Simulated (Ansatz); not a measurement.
Reaction (atomization): `N#[C][GaH][F]` → C• + F• + Ga• + H• + N•

Calculated with Ansatz (gas phase, PBE0-D4/def2-TZVP geometries, no zero-point term in ΔE). CCSD(T)/CBS is the MP2 limit (def2-TZVPP, def2-QZVPP) plus CCSD(T) − MP2 in def2-TZVPP, frozen cores. This one scheme is used for every species, atoms too. Functionals use def2-TZVPP. B3LYP here is the variant with VWN-RPA as its local correlation; programs differ in this. Open shells (•) are unrestricted, without spin–orbit coupling. Spin–orbit coupling would lower the free atoms: a little for C, F; clearly for Ga. Bonds to Ga are less sure, by a few kJ/mol each and by 10 to 20 or more in all where they break to atoms, as the def2 sets lack core-valence functions. Scalar relativity is left out up to krypton.

CCSD(T)/CBS gives +19.86 eV.

(1) Another level gave +23.12 eV. Which?
A. MP2/def2-TZVPP
B. B3LYP-D4/def2-TZVPP
C. LDA (SPW92)/def2-TZVPP
D. CAM-B3LYP/def2-TZVPP

Largest T1 diagnostic among the species: 0.015.

## Answers

(1) C. LDA (SPW92) 23.12, MP2/def2-TZVPP 20.33, CAM-B3LYP 19.75, B3LYP-D4 19.64 eV.

In def2-TZVPP, CCSD(T) changes the Hartree–Fock value by +6.34 eV (the triples alone add +0.53 eV) and MP2 by +7.31 eV; breaking electron pairs costs correlation energy, which Hartree–Fock lacks. From BLYP to BHLYP (50 % exact exchange), in def2-TZVPP and without D4, ΔE moves by −1.34 eV: exact exchange takes away binding that semilocal exchange gives to molecules. The D4 term adds +0.14 eV with B3LYP and +0.07 eV with PBE0; it sums over pairs of atoms, weighted by their polarisabilities, and B3LYP, whose exchange is more repulsive, gets the larger term.

For atomizations the MP2-based limit and the directly extrapolated one differ by several kJ/mol either way, and by 10 to 25 for some Ge, Se and Sn compounds, so smaller differences from it don't rank the levels.
